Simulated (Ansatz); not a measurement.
PBE exchange is replaced step by step with exact exchange (0 % is PBE, 25 % PBE0; no dispersion term), basis def2-TZVP, Ansatz. System: Pd3H3⁺. Charge 1, multiplicity 1. Geometry: PBE-D4/def2-TZVP, each spin state at its own.

The relaxed triplet has other bonds than the singlet, so its gap is one between isomers.

Geometry of the singlet:

```xyz
6

Pd    1.2489    0.0569   -1.0366
Pd   -0.5128    1.4530    0.5134
Pd    0.1530   -1.1111    1.1746
H     0.3748   -1.2280   -0.4629
H    -1.0866   -0.0699    0.8230
H    -0.1773    0.8991   -1.0114
```

In the def2 sets Pd takes a core potential; there is no spin–orbit coupling. At PBE with 50 % exact exchange/def2-TZVP the charge 1 triplet is spin-contaminated (final ⟨S²⟩ up to 2.13, 2.00 for a pure state). At PBE-D4/def2-TZVP the gap within one spin of the charge 1 quintet nearly closes, so an electron or hole may be smeared out by delocalisation error. The structure comes from a short search, and lower isomers may exist.

```tsv
exact exchange (%)	HOMO (eV)	LUMO (eV)	gap (eV)	triplet − singlet (kJ/mol)	quintet − singlet (kJ/mol)
0	-10.56	-8.82	1.74	118.8	273.8
5	-10.79	-8.64	2.16	118.2	277.6
10	-11.02	-8.45	2.57	116.8	278.7
15	-11.24	-8.27	2.97	114.5	276.4
35	-12.01	-7.53	4.48	94.9	239.9
50	-12.54	-6.98	5.55	69.1	197.1
```

Q: Fit a straight line to the column «quintet − singlet (kJ/mol)» against the share of exact exchange and predict its value at 25 %.

A: With x = exact exchange (%) and y = quintet − singlet (kJ/mol): mean x = 19.17, mean y = 257.2; Σ(x − x̄)(y − ȳ) = -3011, Σ(x − x̄)² = 1871; slope b = -1.609, intercept a = ȳ − b·x̄ = 288. The residuals of the fitted rows reach 14.2. At x = 25 the line gives 288 + (-1.609 × 25) = 247.8; the run gave 262.8, 15.0 more than the line.
